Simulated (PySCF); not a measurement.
Compound: C₇H₇ (doublet state).
Geometry (GFN2-xTB, Å), atoms numbered from 1 in this order:
```xyz
14
C7H7 angstrom
C     -1.401   -0.088    0.928
C     -1.276    0.561   -0.288
C     -2.306    1.306   -0.830
C     -0.022    0.466   -1.035
C      1.049   -0.171   -0.607
C      2.055   -0.781   -0.165
C      3.112   -1.410    0.282
H     -0.589   -0.664    1.331
H     -2.313   -0.033    1.493
H     -2.201    1.808   -1.774
H     -3.244    1.408   -0.315
H      0.005    0.960   -1.999
H      3.107   -1.904    1.241
H      4.025   -1.460   -0.289
```

The hyperfine couplings belong to this conformer and change with its torsions.

Identity: `[CH2]C(=C)C=C=C=C` [radical].

Computed with UKS B3LYP, pcH-1 on C H, non-relativistic, mean-field spin-orbit, GIAO in PySCF 2.14.0. Isolated species at its GFN2-xTB geometry (one conformer only). Couplings are sensitive to structure, and on GFN2-xTB geometries they can be far from those on DFT ones. No stability test was run, so a lower SCF solution isn't excluded. ⟨S²⟩ is 0.802 where a pure state has 0.75.

Principal values of hyperfine tensors in MHz (contact and dipolar terms together), for some of the nuclei:

```
atom  isotope      A1      A2      A3
  C1      13C    2.60    4.10  171.74
  C3      13C    3.09    4.74  153.91
  H8       1H  -73.92  -46.58  -17.75
  H9       1H  -68.27  -45.99  -18.01
 H10       1H  -65.92  -41.85  -15.95
 H11       1H  -60.48  -41.56  -16.54
  C4      13C    6.81    8.32   28.48
  C5      13C  -26.68   -6.88   -3.37
```

Problem. Give the isotropic coupling of each nucleus in MHz and in mT (g = 2.0026), and the anisotropic part.

Solution. a_iso is a third of the trace, T = A − a_iso, and a(mT) = a(MHz)/(g × 13.996).

```csv
atom,a_iso (MHz),a_iso (mT),T1,T2,T3
C1,59.48,2.122,-56.88,-55.38,112.26
C3,53.91,1.924,-50.82,-49.18,100.00
H8,-46.08,-1.644,-27.84,-0.50,28.33
H9,-44.09,-1.573,-24.18,-1.90,26.09
H10,-41.24,-1.471,-24.68,-0.61,25.29
H11,-39.53,-1.410,-20.95,-2.03,22.98
C4,14.54,0.519,-7.73,-6.21,13.94
C5,-12.31,-0.439,-14.37,5.43,8.94
```

Problem. What spin density at the nucleus of C1 lies behind its contact coupling (g_N = 1.40482)?

Solution. a_FC = (2μ0/3) gₑ μB g_N μN ρ(0)/(2S·h) = 800.24 MHz × g_N × ρ(0)/(2S), with ρ in bohr⁻³. With a_FC = 59.48 MHz and 2S = 1, ρ(0) = 0.05291 bohr⁻³.

Problem. C2 (13C, g_N = 1.40482) isn't in the table. Its spin density at the nucleus is -0.04624 bohr⁻³. What is its contact coupling?

Solution. By the same relation, a_FC = -52.0 MHz. Its full tensor has the principal values -79.97, -40.56, -35.43 MHz.

Problem. Which nucleus of the table has the largest anisotropic coupling, and what is its form?

Solution. C1: -56.9, -55.4, 112.3 MHz, axial, in the ratio −1:−1:+2, the form that spin in one p orbital centred on that nucleus gives.

Problem. In a single crystal, with the field along each principal axis of the tensor of H8 in turn, what first-order splitting does this nucleus give (isotropic g, quadrupole terms neglected)?

Solution. 2 lines (I = 1/2), spaced by |A_i|/(g × 13.996): 2.64, 1.66, 0.63 mT along the axes of A1, A2 and A3.
